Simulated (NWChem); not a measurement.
Molecule: C3H5FOSi; SMILES C=C1C[Si@@H](F)O1

```xyz
11

C      0.2023     2.5313    -0.3408
C      0.0136     1.2300    -0.0755
C     -1.2617     0.3880     0.0215
Si    -0.0340    -0.9742     0.4348
F      0.1623    -2.1532    -0.6762
O      1.0546     0.3288     0.2045
H     -0.6587     3.1792    -0.5509
H      1.2150     2.9580    -0.3525
H     -1.8074     0.2793    -0.9371
H     -1.9704     0.7161     0.8074
H      0.0746    -1.6409     1.7652
```
Atoms are numbered in this order, from 1.

Program: NWChem. Pople sets run with spherical d functions. STO-3G and 3-21G are far too small for this property and stand as cheap habits. All runs use the structure optimised with PBE-D3(BJ)/def2-SVP. Vertical excitations in the gas phase; the lowest state need not have the same character in each row.

```json
[
 {"level": "PBE/3-21G, TDA", "basis functions": "68", "lowest excitation, singlet (eV)": "5.27", "oscillator strength of that lowest state": "0.001", "orbital gap (eV)": "…"},
 {"level": "PBE/6-31G*, TDA", "basis functions": "98", "lowest excitation, singlet (eV)": "5.12", "oscillator strength of that lowest state": "0.002", "orbital gap (eV)": "5.06"},
 {"level": "PBE/6-31+G*, TDA", "basis functions": "122", "lowest excitation, singlet (eV)": "4.84", "oscillator strength of that lowest state": "0.004", "orbital gap (eV)": "4.80"},
 {"level": "PBE/def2-SVP, TDA", "basis functions": "113", "lowest excitation, singlet (eV)": "5.30", "oscillator strength of that lowest state": "0.002", "orbital gap (eV)": "5.06"}
]
```

Some entries are withheld; supply them.


- PBE/3-21G, TDA, orbital gap (eV): 5.18
